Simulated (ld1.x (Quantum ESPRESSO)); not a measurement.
# Plane-wave convergence, ultrasoft potential for Tc

ld1.x (Quantum ESPRESSO) 7.5 input, shortened:

```
&input
   title='Tc', zed=43., rel=1, dft='PBESOL', iswitch=3,
   config='[Kr] 4d5 5s2 5p0'
 /
 &inputp
   pseudotype=3, tm=.true., lloc=-2, rcloc=1.90,
   nlcc=.true., rcore=1.75,
   which_augfun='PSQ', rmatch_augfun_nc=.true.
 /
6
4S  1  0   2.00   0.00  2.05  2.20  0.0
5S  2  0   2.00   0.00  2.05  2.20  0.0
4P  2  1   6.00   0.00  1.55  1.70  0.0
5P  3  1   0.00   0.00  1.55  1.70  0.0
4D  3  2   5.00   0.00  2.25  2.40  0.0
4D  3  2   0.00   4.70  2.25  2.40  0.0
 &test
   configts(1)='4s2 4p6 4d5 5s2 5p0'
 /
```

The pseudo-atom Hamiltonian at the reference potential is diagonalised in spherical Bessel functions j_l(qr) that vanish at 20 bohr, with q² up to the cutoff. All-electron valence levels (Ry): 4s -5.3886, 5s -0.3735, 4p -3.3295, 5p -0.1013, 4d -0.4903.

**Question.** How do the lowest levels (Ry) of each channel move with the cutoff, and are there ghosts?

**Answer.**

```csv
cutoff (Ry),s #1,s #2,p #1,p #2,p #3,d #1,f #1,Σ f·Δε (mRy)
8,-5.3719,-0.2742,-2.7473,-0.0561,0.0589,-0.2429,0.1090,4962.3
15,-5.3881,-0.3459,-3.2640,-0.0838,0.0514,-0.4821,0.1090,490.0
21,-5.3885,-0.3724,-3.3171,-0.0906,0.0499,-0.4898,0.1090,78.9
35,-5.3886,-0.3733,-3.3289,-0.1002,0.0479,-0.4902,0.1090,4.3
45,-5.3886,-0.3734,-3.3293,-0.1012,0.0477,-0.4903,0.1090,1.3
60,-5.3886,-0.3735,-3.3295,-0.1012,0.0477,-0.4903,0.1090,0.4
400,-5.3886,-0.3735,-3.3295,-0.1013,0.0477,-0.4903,0.1090,0.0
```

Result: no extra level below or beside the all-electron valence levels (s, p, d, f tested); 10 mRy is reached at 30 Ry and 1 mRy at 50 Ry.

Test run stopped at test 1 of 7 (negative rho).
